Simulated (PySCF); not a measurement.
Dissociation curve of CuCl, singlet.

Calculation: CCSD(T) on UHF/def2-TZVP, 10 core orbitals frozen in PySCF.

Problem. Relative to R = 2.08 Å, what are the energies at R = 2.21, 2.43, 5.13, 6.29 Å?

Solution. 6.4 kJ/mol at 2.21 Å, 41.8 kJ/mol at 2.43 Å, 344.6 kJ/mol at 5.13 Å, 345.5 kJ/mol at 6.29 Å.

The unrestricted determinant behind UCCSD(T) is spin-contaminated at 3.76 to 8.35 Å (<S²> up to 1.0, against 0.00 for a pure singlet).
